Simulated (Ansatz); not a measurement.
Two isomers of C3H8AlF: A = `C[CH2][Al]([CH3])[F]`, B = `CC[CH](F)[AlH2]`.

Isolated molecules relaxed with PBE0-D4/def2-TZVP in Ansatz; ΔE leaves out vibrations. CCSD(T)/CBS is the MP2 limit (def2-TZVPP, def2-QZVPP) plus CCSD(T) − MP2 in def2-TZVPP, frozen cores. DFT in def2-TZVPP. B3LYP here is the variant with VWN-RPA as its local correlation; programs differ in this. One conformer a species, not always the lowest.

Question: Which is lower in electronic energy at CCSD(T)/CBS, and by how much? (An estimate is asked.)

Answer: Computed: A, by 340.7 kJ/mol.

Question: Give E(B) − E(A) in kJ/mol with r2SCAN-D4, HF/def2-TZVPP, B2PLYP, PBE0-D4, CCSD/def2-TZVPP, B3LYP-D4, CCSD(T)/def2-TZVPP. (Best estimate.)

Answer: Ansatz gave: r2SCAN-D4 339.0, HF/def2-TZVPP 324.3, B2PLYP 339.7, PBE0-D4 329.3, CCSD/def2-TZVPP 336.2, B3LYP-D4 331.0, CCSD(T)/def2-TZVPP 336.1. None reverses the order clearly.

Largest T1 diagnostic: 0.011.

In def2-TZVPP, CCSD(T) changes the Hartree–Fock value by +11.8 kJ/mol (the triples alone add −0.1 kJ/mol) and MP2 by +27.3 kJ/mol. From PBE to PBE0 (25 % exact exchange), in def2-TZVPP and without D4, E(B) − E(A) moves by +4.2 kJ/mol.
